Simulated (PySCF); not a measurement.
Tc⁺: ionisation energy

Tc⁺ [Kr] 4d5 5s1 (7S) → Tc²⁺ [Kr] 4d5 (6S), as a difference of total energies. Calculation: PySCF 2.14, in aug-cc-pVDZ-PP with ECP28MDF; a scalar-relativistic core potential. Correlated levels: valence: 4s2 4p6 frozen. The calculations carry no spin-orbit coupling.

| method | ionisation energy (eV) |
| --- | --- |
| UHF | 14.215 |
| M06-L | 14.795 |
| MN15 | 15.259 |
| MP2 (valence) | 14.736 |
| SCS-MP2 (valence) | 14.389 |

Task: How much does correlation contribute at MP2 (valence)?

Result: 14.736 − (14.215) = 0.521 eV, measured against UHF.

Errors of the correlated levels include the incompleteness of this basis and the frozen core.

For comparison: 15.26 eV (semi-empirical (NIST evaluation); NIST Atomic Spectra Database, ionization energies).
